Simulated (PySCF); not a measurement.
A GIAO shielding run with PySCF 2.14.0 with density-fitted response routines (density fitting, non-relativistic, gas phase) on `CC[P@H+]1CC=C([SiH3])C1`, [C6H14PSi]+:

```
{"job": {"kind": "nmr", "xc": "PBE0", "basis": "pcSseg-1"}, "charge": 1, "multiplicity": 1}
C     -2.651664    -1.650776     0.164764
C     -2.115287    -0.277347     0.561653
P     -0.919015     0.337154    -0.657599
C     -0.233789     1.967872    -0.235244
C      1.186594     1.627986     0.165836
C      1.635474     0.396545    -0.023991
Si     3.377253    -0.248829     0.408430
C      0.658668    -0.572900    -0.656322
H     -3.148299    -1.609932    -0.802554
H     -1.853755    -2.388335     0.112384
H     -3.375762    -1.989907     0.900789
H     -2.928259     0.451029     0.638911
H     -1.599798    -0.316202     1.527597
H     -1.520514     0.339244    -1.900050
H     -0.254141     2.647396    -1.092646
H     -0.789713     2.441946     0.578817
H      1.787953     2.415260     0.586426
H      3.134480    -1.378090     1.307281
H      4.093868     0.849029     1.038543
H      3.950019    -0.690142    -0.860942
H      0.969788    -0.827332    -1.673107
H      0.585487    -1.504284    -0.089826
```

Hardware: 1 thread of an x86-64 server CPU, shared host. The job also computes population analyses, field gradients, ring-centre shieldings.

Q: How large is the calculation?

A: 78 electrons, 220 basis functions and 1184 auxiliary functions.

Q: How long does it take?

A: 43 s of wall time, with 14 SCF cycles and 4 response iterations. Times on a shared host scatter by some tens of per cent.
